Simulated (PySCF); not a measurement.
C$_{5}$H$_{9}$O (SMILES CC(C)C[C]=O), doublet, at a GFN2-xTB geometry; R2SCAN/3-21G run with PySCF.

The PySCF input:
```python
from pyscf import gto, scf, dft

mol = gto.M(
    atom='''
C    -1.43137218    1.51114528    0.66582793
C    -0.61008007    0.25541855    0.38791818
C    -1.37077313   -0.70046081   -0.52438665
C     0.73765026    0.65344583   -0.25111445
C     1.72487285   -0.44051030   -0.35919385
O     1.73902799   -1.57162674    0.01451142
H    -2.38147449    1.24444166    1.12306842
H    -0.90363448    2.18062534    1.34171183
H    -1.63580895    2.04503542   -0.26017168
H    -0.39969186   -0.25246811    1.33493460
H    -1.59512963   -0.22231892   -1.47636432
H    -2.30811202   -1.00034179   -0.06160407
H    -0.78391031   -1.59534713   -0.71535372
H     1.21810368    1.44074148    0.33692119
H     0.57564781    1.05841485   -1.25354047
''',
    basis='3-21g',
    spin=1,
    verbose=4,
)

mf = dft.ROKS(mol)
mf.xc = 'r2scan'
mf.kernel()
```

Output, abridged:

```
PySCF version 2.14.0

[INPUT] verbose = 4
[INPUT] num. atoms = 15
[INPUT] num. electrons = 47
[INPUT] charge = 0
[INPUT] spin (= nelec alpha-beta = 2S) = 1
[INPUT] symmetry False subgroup None
[INPUT] Mole.unit = angstrom
[INPUT] Symbol           X                Y                Z      unit          X                Y                Z       unit  Magmom
[INPUT]  1 C     -1.431372180000   1.511145280000   0.665827930000 AA   -2.704901402522   2.855650713629   1.258232433786 Bohr   0.0
[INPUT]  2 C     -0.610080070000   0.255418550000   0.387918180000 AA   -1.152884246355   0.482671106634   0.733059118940 Bohr   0.0
[INPUT]  3 C     -1.370773130000  -0.700460810000  -0.524386650000 AA   -2.590385794613  -1.323679091891  -0.990947151878 Bohr   0.0
[INPUT]  4 C      0.737650260000   0.653445830000  -0.251114450000 AA    1.393956967114   1.234833655939  -0.474537536421 Bohr   0.0
[INPUT]  5 C      1.724872850000  -0.440510300000  -0.359193850000 AA    3.259537286198  -0.832443822050  -0.678778002128 Bohr   0.0
[INPUT]  6 O      1.739027990000  -1.571626740000   0.014511420000 AA    3.286286624053  -2.969944108643   0.027422609479 Bohr   0.0
[INPUT]  7 H     -2.381474490000   1.244441660000   1.123068420000 AA   -4.500334558738   2.351653915399   2.122291732948 Bohr   0.0
[INPUT]  8 H     -0.903634480000   2.180625340000   1.341711830000 AA   -1.707621683914   4.120784672887   2.535467896789 Bohr   0.0
[INPUT]  9 H     -1.635808950000   2.045035420000  -0.260171680000 AA   -3.091230907612   3.864556858835  -0.491653220568 Bohr   0.0
[INPUT] 10 H     -0.399691860000  -0.252468110000   1.334934600000 AA   -0.755308149618  -0.477095583087   2.522660788206 Bohr   0.0
[INPUT] 11 H     -1.595129630000  -0.222318920000  -1.476364320000 AA   -3.014358133879  -0.420121871109  -2.789924224880 Bohr   0.0
[INPUT] 12 H     -2.308112020000  -1.000341790000  -0.061604070000 AA   -4.361699582617  -1.890372014057  -0.116414820459 Bohr   0.0
[INPUT] 13 H     -0.783910310000  -1.595347130000  -0.715353720000 AA   -1.481375792123  -3.014769149311  -1.351822612989 Bohr   0.0
[INPUT] 14 H      1.218103680000   1.440741480000   0.336921190000 AA    2.301882346525   2.722606813501   0.636688774663 Bohr   0.0
[INPUT] 15 H      0.575647810000   1.058414850000  -1.253540470000 AA    1.087816705106   2.000114192673  -2.368848174359 Bohr   0.0

nuclear repulsion = 231.604619092887
number of shells = 48
number of NR pGTOs = 117
number of NR cGTOs = 72
basis = 3-21g
ecp = {}

******** <class 'pyscf.dft.roks.ROKS'> ********
method = ROKS
initial guess = minao
damping factor = 0
level_shift factor = 0
DIIS = <class 'pyscf.scf.diis.CDIIS'>
diis_start_cycle = 1
diis_space = 8
diis_damp = 0
SCF conv_tol = 1e-09
SCF conv_tol_grad = None
SCF max_cycles = 50
direct_scf = True
direct_scf_tol = 1e-13
num. doubly occ = 23  num. singly occ = 1
XC library pyscf.dft.libxc version 7.1.2
    S. Lehtola, C. Steigemann, M. J. T. Oliveira, and M. A. L. Marques,  SoftwareX 7, 1–5 (2018)
XC functionals = r2scan
    J. W. Furness, A. D. Kaplan, J. Ning, J. P. Perdew, and J. Sun,  J. Phys. Chem. Lett. 11, 8208–8215 (2020)
    J. W. Furness, A. D. Kaplan, J. Ning, J. P. Perdew, and J. Sun,  J. Phys. Chem. Lett. 11, 9248–9248 (2020)
    J. W. Furness, A. D. Kaplan, J. Ning, J. P. Perdew, and J. Sun,  J. Phys. Chem. Lett. 11, 8208–8215 (2020)
    J. W. Furness, A. D. Kaplan, J. Ning, J. P. Perdew, and J. Sun,  J. Phys. Chem. Lett. 11, 9248–9248 (2020)
radial grids:
    Treutler-Ahlrichs [JCP 102, 346 (1995); DOI:10.1063/1.469408] (M4) radial grids

becke partition: Becke, JCP 88, 2547 (1988); DOI:10.1063/1.454033
pruning grids: <function nwchem_prune>
grids dens level: 3
symmetrized grids: False
atomic radii adjust function: <function treutler_atomic_radii_adjust>
small_rho_cutoff = 0
Set gradient conv threshold to 3.16228e-05
tot grids = 172944
init E= -269.723671162696
  HOMO = -0.165225462620791  LUMO = -0.0845174500770542  gap/eV = 2.19618
cycle= 1 E= -269.365579031366  delta_E= 0.358  |g|= 0.698  |ddm|= 2.67
  HOMO = -0.0434109783160657  LUMO = 0.0296244208530223  gap/eV = 1.98739
cycle= 2 E= -268.684512235355  delta_E= 0.681  |g|= 1.81  |ddm|= 1.72
  HOMO = -0.0830232205522341  LUMO = -0.0190140984093019  gap/eV = 1.74178
cycle= 3 E= -269.450515215955  delta_E= -0.766  |g|= 0.312  |ddm|= 1.52
  HOMO = -0.0929982197571366  LUMO = -0.0259041297712201  gap/eV = 1.82572
cycle= 4 E= -269.474743974155  delta_E= -0.0242  |g|= 0.0477  |ddm|= 0.281
  HOMO = -0.0976844506634946  LUMO = -0.0321776991282032  gap/eV = 1.78253
cycle= 5 E= -269.475366227699  delta_E= -0.000622  |g|= 0.0145  |ddm|= 0.0679
  HOMO = -0.0941566785514296  LUMO = -0.029597659366642  gap/eV = 1.75674
cycle= 6 E= -269.475422713474  delta_E= -5.65e-05  |g|= 0.00528  |ddm|= 0.0259
  HOMO = -0.0940326780870793  LUMO = -0.0297530708433102  gap/eV = 1.74914
cycle= 7 E= -269.475429482488  delta_E= -6.77e-06  |g|= 0.00138  |ddm|= 0.00473
  HOMO = -0.0942509270038174  LUMO = -0.0299811665869174  gap/eV = 1.74887
cycle= 8 E= -269.475429924805  delta_E= -4.42e-07  |g|= 0.000198  |ddm|= 0.0015
  HOMO = -0.094237014535449  LUMO = -0.0299632819499878  gap/eV = 1.74898
cycle= 9 E= -269.475429935403  delta_E= -1.06e-08  |g|= 4.85e-05  |ddm|= 0.000275
  HOMO = -0.094237627124357  LUMO = -0.0299641271155364  gap/eV = 1.74897
cycle= 10 E= -269.475429935999  delta_E= -5.96e-10  |g|= 1.64e-05  |ddm|= 4.86e-05
  HOMO = -0.0942390626986378  LUMO = -0.0299657927440138  gap/eV = 1.74896
Extra cycle  E= -269.475429935731  delta_E= 2.68e-10  |g|= 3.89e-05  |ddm|= 5.19e-05
converged SCF energy = -269.475429935731
```
